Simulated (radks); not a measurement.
Results of a calculation; reference values are marked as such.
Spherical jellium clusters: N electrons in a uniform positive sphere of charge N and radius rs N^(1/3), rs = 4.93 bohr. Level of theory: non-relativistic Kohn-Sham, LDA (Slater exchange, Perdew-Wang correlation), spin-polarised, spherical densities (a radial shooting solver with Libxc functionals). Levels are named by radial order and angular momentum (1s, 1p, 1d, 2s, ...), and open shells are averaged over m.

N = 34, configuration 1s2 1p6 1d10 2s2 1f14. This is the lowest configuration that the search found. Occupied and some empty levels:

| level | occupation | eigenvalue (eV) | <r> (bohr) |
|---|---|---|---|
| 1s | 2 | -4.1522 | 8.849 |
| 1p | 6 | -3.7064 | 11.06 |
| 1d | 10 | -3.1985 | 12.29 |
| 2s | 2 | -3.0896 | 9.761 |
| 1f | 14 | -2.6070 | 13.16 |
| 2p | 0 | -2.2889 | 10.65 |
| 1g | 0 | -1.9338 | 13.89 |
| 2d | 0 | -1.4596 | 12.23 |

Energy (eV): total -64.3391, kinetic 40.599, external -2353.1, Hartree 1172.6, exchange-correlation -106.12, background 1181.7. Static polarisability (adiabatic kernel): 4904 bohr^3, against R^3 = 4074 for a classical metal sphere.

Electron density:

| r (bohr) | n(r) (e/bohr^3) |
|---|---|
| 0.501 | 0.002814 |
| 1.76 | 0.002611 |
| 3.02 | 0.002253 |
| 4.28 | 0.001881 |
| 5.53 | 0.001643 |
| 6.79 | 0.001626 |
| 8.05 | 0.001821 |
| 9.31 | 0.002130 |
| 10.6 | 0.002396 |
| 11.8 | 0.002441 |
| 13.1 | 0.002129 |
| 14.3 | 0.001505 |
| 15.6 | 0.0008293 |
| 16.9 | 0.0003628 |
| 18.1 | 0.0001367 |
| 19.4 | 0.00004620 |
| 20.6 | 0.00001464 |
| 21.9 | 4.441e-06 |
| 23.1 | 1.313e-06 |
| 24.4 | 3.861e-07 |
